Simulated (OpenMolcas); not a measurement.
3d3 along the 21-electron sequence

| Property | Result |
| --- | --- |
| Program | OpenMolcas |
| Method | SS-RASPT2, IPEA 0.25 Eh, imaginary shift 0.1 Eh |
| Basis | ANO-RCC-VQZP |
| Scalar Hamiltonian | DKH2, point nucleus |
| Spin-orbit coupling | RASSI with atomic mean-field integrals over the reference wave functions, term energies averaged over their components |

Active space for each ion: 9 electrons in 8 orbitals (RAS1 3p, at most 2 holes; RAS2 3d); closed shells correlated by CASPT2: 3s.

Computed levels in cm-1 above 4F 3/2:

```
                               Level    V2+   Cr3+   Mn4+   Fe5+   Co6+   Ni7+
                              4F 5/2    164    258    374    534    745    966
                              4F 7/2    388    609    881   1251   1735   2240
                              4F 9/2    668   1045   1506   2130   2930   3760
                              2G 7/2  11850  15050  18240  20980  23670  26500
                              4P 1/2  12050  14580  17210  19480  21760  24160
                              2G 9/2  12090  15420  18760  21700  24640  27710
                              4P 3/2  12120  14690  17350  19660  21980  24400
                              4P 5/2  12320  15000  17810  20330  22950  25690
                              2P 1/2  15380  19580  23550  27000  30370  33880
weight of 4F in the lowest level (%)    100    100    100    100    100    100
```

Measured, with the error of the calculation in %. Measured levels: V2+ from Sugar and Corliss, J. Phys. Chem. Ref. Data 7, 1191 (1978); Cr3+ from Sugar and Corliss, J. Phys. Chem. Ref. Data 6, 317 (1977); Mn4+ from Corliss and Sugar, J. Phys. Chem. Ref. Data 6, 1253 (1977); Fe5+ from Corliss and Sugar, J. Phys. Chem. Ref. Data 11, 135 (1982); Co6+ from Sugar and Corliss, J. Phys. Chem. Ref. Data 10, 1097 (1981); Ni7+ from Corliss and Sugar, J. Phys. Chem. Ref. Data 10, 197 (1981).

```csv
Level,V2+,Cr3+,Mn4+,Fe5+,Co6+,Ni7+
4F 5/2,146 (+12.5),236 (+9.3),359 (+4.2),511 (+4.4),698 (+6.7),1012 (-4.5)
4F 7/2,342 (+13.6),556 (+9.6),835 (+5.5),1188 (+5.2),1610 (+7.8),2184 (+2.6)
4F 9/2,584 (+14.5),946 (+10.5),1412 (+6.6),2001 (+6.3),2723 (+7.6),3721 (+1.2)
2G 7/2,11966 (-1.0),15052 (0),17892 (+1.9),20616 (+1.7),,
4P 1/2,11514 (+4.7),14059 (+3.7),16434 (+4.7),18738 (+3.9),21096 (+3.2),23261 (+3.9)
2G 9/2,12187 (-0.8),15402 (+0.1),18399 (+2.0),21315 (+1.8),,
4P 3/2,11592 (+4.6),14177 (+3.6),16595 (+4.6),18942 (+3.8),21304 (+3.2),23710 (+2.9)
4P 5/2,11770 (+4.7),14471 (+3.7),17049 (+4.5),19611 (+3.7),22187 (+3.4),24669 (+4.1)
2P 1/2,15580 (-1.3),19519 (+0.3),23082 (+2.0),26496 (+1.9),,
```

The fine-structure level 4F 9/2 changes by a factor of 5.63 from V2+ to Ni7+. Its fourth root runs 5.08, 5.69, 6.23, 6.79, 7.36, 7.83, with steps per unit of Z of 0.60, 0.54, 0.56, 0.56, 0.47; equal steps would mean a (Z - σ)^4 law with constant σ.

2G 7/2 changes by a factor of 2.24 over the same range, with steps per unit of Z of +3200, +3190, +2740, +2690, +2830 cm-1.

Term energies are means over components that CASPT2 splits; among the terms shown or strongly mixed into the levels shown the widest spread is 470 cm-1 (3d3 4F, Cr3+). Active for correlation alone: 3p; no level in the range computed is led by a configuration that opens it, so any true level of that kind is missing. Measured partners are found by configuration, term and J. A level has none where our copy of the source lacks it or the pairing is in doubt (some pairs that miss far off the trend of their configuration count as doubtful), and it then counts in no deviation. Only configurations of the active space appear.
